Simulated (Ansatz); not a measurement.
# A geometry optimisation of BrH3Si with PBE0-D4/def2-TZVP

The starting geometry of this gas-phase triplet was optimised with GFN2-xTB as a singlet; its bonds are those of `[SiH3]Br`.

```yaml
atoms:
  - { symbol: Br, position_ang: [-1.4963, -1.9483, -1.5046] }
  - { symbol: Si, position_ang: [-0.3163, -0.4717, -0.3554] }
  - { symbol: H, position_ang: [-0.7397, 0.8278, -0.8513] }
  - { symbol: H, position_ang: [1.0754, -0.7705, -0.6507] }
  - { symbol: H, position_ang: [-0.6654, -0.6928, 1.0382] }
```

Question: Predict what becomes of its bonds when it is optimised with PBE0-D4/def2-TZVP.

Answer: It rearranges, giving a structure with H3 bridging Br1 and Si2, given below by its coordinates. Contacts that open: Br1–Si2 (2.21 → 3.22 Å). Contacts that close: Br1–H3 (2.95 → 1.87 Å).

The energy falls by 2.56 eV over 30 steps:

```csv
step,E − E(last) (eV)
1,2.557
4,0.584
7,0.269
11,0.233
14,0.231
17,0.191
20,0.026
24,0.000
27,0.000
30,0.000
```

Final geometry (Å):

```xyz
5

Br   -2.0825   -1.7249   -2.0904
Si    0.0694   -0.6816    0.0661
H    -1.0126   -0.5698   -1.0761
H     1.3400   -0.1286   -0.4723
H    -0.4567    0.0495    1.2488
```

Frequencies at the end are all real (lowest 44 cm⁻¹). Open shells are spin-unrestricted. The triplet needn't be the ground state. Run with Ansatz 0.2.0, 2.9 min on 2 threads of Arm Neoverse V2 (shared host).
